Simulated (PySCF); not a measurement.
# Os(2+) (osmium, charge +2) across methods

[Xe] 4f14 5d5 6s1, high-spin 7S determinant (an excited configuration). All numbers are calculated (PySCF 2.14, scalar relativity through the core potential, in aug-cc-pVQZ-PP with ECP60MDF (7s7p6d4f3g2h, 135 functions)).

| method | E (hartree) | mean ε 5p β (eV) | mean ε 5d α (eV) | mean ε 6s α (eV) | Σ⟨r²⟩ (bohr²) | ⟨S²⟩ |
| --- | --- | --- | --- | --- | --- | --- |
| UHF | -89.26776 | -76.716 | -33.119 | -25.822 | 34.79 | 12.003 |
| BHandHLYP | -89.7360 | -73.293 | -29.926 | -24.366 | 34.67 | 12.001 |
| PBE0 | -89.8483 | -70.935 | -28.521 | -23.828 | 34.67 | 12.001 |
| MN15 | -89.6979 | -71.530 | -28.830 | -24.810 | 34.81 | 12.002 |
| r2SCAN | -89.9096 | -69.284 | -27.317 | -23.313 | 34.54 | 12.001 |
| PBE | -89.8733 | -68.548 | -26.743 | -22.985 | 34.76 | 12.001 |
| LDA | -89.6488 | -68.537 | -26.761 | -23.276 | 34.92 | 12.000 |
| M06-L | -89.8909 | -69.058 | -26.921 | -22.482 | 34.38 | 12.001 |

Energies and moments cover only the electrons outside the core potential. Spin-orbit coupling, which splits the p, d and f shells strongly at this Z, is absent.
